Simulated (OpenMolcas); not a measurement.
# What dynamic correlation does to the levels of Ti²⁺

* Program: OpenMolcas
* Basis: ANO-R2 [6s5p4d2f1g]
* Scalar Hamiltonian: X2C, finite nucleus
* Active space: 2 electrons in 6 orbitals (3d 4s)
* State averaging: 2S+1 = 3 even, 15 roots; 2S+1 = 1 even, 20 roots kept (CI in the orbitals of an earlier block)
* Spin-orbit coupling: state interaction with AMFI integrals over the reference wave functions, term energies averaged over their components

Methods on the same reference wave functions:
A. CASSCF
B. SS-CASPT2, IPEA 0.25 Eh, imaginary shift 0.1 Eh (closed shells correlated: 3s 3p)
C. MS-CASPT2, IPEA 0.25 Eh, imaginary shift 0.1 Eh (closed shells correlated: 3s 3p)

Energies in cm-1 above 3d2 3F2, the measured ground level; measured values from Corliss and Sugar, J. Phys. Chem. Ref. Data 8, 1 (1979).

```tsv
Level	A	B	C	Measured
3d2 3F2	0.0	0.0	0.0	0.0
3d2 3F3	191	192	192	185
3d2 3F4	439	440	440	420
3d2 1D2	11339	8120	8100	8474
3d2 3P0	13690	11050	11050	10538
3d2 3P1	13756	11110	11110	10604
3d2 3P2	13894	11250	11250	10721
3d2 1G4	17822	14500	14500	14398
3d 4s 3D1	39133	38240	38240	
3d 4s 3D2	39254	38360	38360	38199
3d 4s 3D3	39445	38550	38550	38426
3d2 1S0	43179	31960	31960	32476
3d 4s 1D2	44799	41670	41690	41704
```

Deviations, from unrounded energies. A percentage is the sum of absolute deviations over the sum of measured energies, with the sign that they share, or ± where signs differ.

```tsv
Against measurement	Levels	A	B	C
mean absolute deviation (cm-1)	11	2900	260	260
fine structure of the ground term (%)	2	+4.1	+4.4	+4.5
other terms of the ground configuration (%)	6	+30.4	±2.9	±2.9
other configurations (%)	3	+4.4	±0.3	±0.3
```

B, C lie about equally close to measurement and A furthest from it. The largest miss of B in the table is 3d2 3P2, by +530 cm-1. The ranking rests on the paired levels alone, and a cruder setting can come out closer through cancelling errors.

Between B and C the level of the table that moves most is 3d 4s 1D2, by 28 cm-1 (lowest in B, highest in C). Moves below CASPT2's spread within the term are not significant.

The two smallest mean deviations differ by little beside CASPT2's spread within terms, so their order carries little weight.

From A to B the spin-free energies of the other terms of 3d2 shown, above 3F, scale by factors of 0.71 to 0.81, as is usual when dynamic correlation screens the repulsion within a d or f shell.

The lowest spin-free term lies below A's lowest term by 0.306 hartree in B, 0.306 hartree in C.

CASPT2 does not keep the components of a term degenerate, so their means are used; among the terms shown or strongly mixed into the levels shown the widest spread is 700 cm-1 (3d2 3F, C). Terms from blocks run as CI alone lack orbitals of their own. A single d shell beside an s shell can misplace configurations of different d count against each other. Without dynamic correlation excited terms often stand tens of per cent too high (terms of higher spin than the ground term too low), and those without a measured partner can miss by more than the paired ones (holds for A). Measured partners are found by configuration, term and J. A level has none where our copy of the source lacks it or the pairing is in doubt (some pairs that miss far off the trend of their configuration count as doubtful), and it then counts in no deviation. Levels of configurations outside the active space are missing.
